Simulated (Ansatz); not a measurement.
A structure relaxed at r2SCAN-D4/def2-SVPD in Ansatz, charge -1, doublet:

```xyz
6

Au    0.7699    0.0923   -2.9319
Au    3.7550    0.6810    1.2356
Au   -0.5140   -0.0983   -0.5539
Au    2.2212    0.3804   -0.7808
Si   -3.9681   -0.6691    2.1600
Si   -2.2641   -0.3863    0.8711
```

**Question.** Give its formula and point group.

**Answer.** the cluster Si2Au4⁻. Point group Cs (tolerance 0.1 Å).

**Question.** Summarise the bond lengths by kind (pairs closer than 1.2 times the sum of covalent radii, bridged metal pairs left out).

**Answer.** 4 × Au–Au 2.55 to 2.79 Å; 1 × Si–Si 2.16 Å; 1 × Au–Si 2.28 Å.

In the def2 sets Au takes a core potential; there is no spin–orbit coupling. Another isomer (doublet) lies 1.47 eV lower at PBE0-D4/def2-TZVPD; other spin states weren't run for this one.
